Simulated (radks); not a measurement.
Excited configurations of W: one electron is placed in a higher orbital outside [Xe] 4f14 5d4 6s1. The ground configuration is [Xe] 4f14 5d4 6s2. Method: scalar-relativistic Kohn-Sham, SCAN, spin-unpolarised, spherical densities, finite nucleus; meta-GGA in the generalised Kohn-Sham scheme; Fermi nuclear charge, rms radius 5.3658 fm; computed with a radial shooting solver on a logarithmic mesh with Libxc functionals. Excitation = E - E(ground); binding = E(ion) - E, where the ion is the core of charge +1; n* = 1/sqrt(2 binding) in atomic units, and the quantum defect is n - n*.

| outer orbital | excitation (eV) | binding (eV) | n* | quantum defect | eigenvalue (eV) | <r> (bohr) |
|---|---|---|---|---|---|---|
| 5f | 8.463 | 0.845 | 4.013 | 0.987 | -0.386 | 18.26 |
| 6p | 5.077 | 4.231 | 1.793 | 4.207 | -2.059 | 4.490 |
| 6d | 7.858 | 1.450 | 3.063 | 2.937 | -0.648 | 10.98 |
| 7p | 7.641 | 1.667 | 2.857 | 4.143 | -0.961 | 11.68 |
| 7d | 8.432 | 0.876 | 3.941 | 3.059 | -0.488 | 21.13 |

The Delta-SCF ionisation energy is 9.308 eV (NIST Atomic Spectra Database: 7.864 eV, measured). Self-interaction in the functional shifts the binding energies and quantum defects, so they are the method's values and not measured ones. Spin polarisation and multiplet splitting are left out, so open shells lie too high by an amount that depends on their filling. Spin-orbit splitting is averaged out at the scalar-relativistic level.

Beside tabulated values, note that spin-unpolarised runs miss the spin-polarisation part of the exchange energy of open shells.
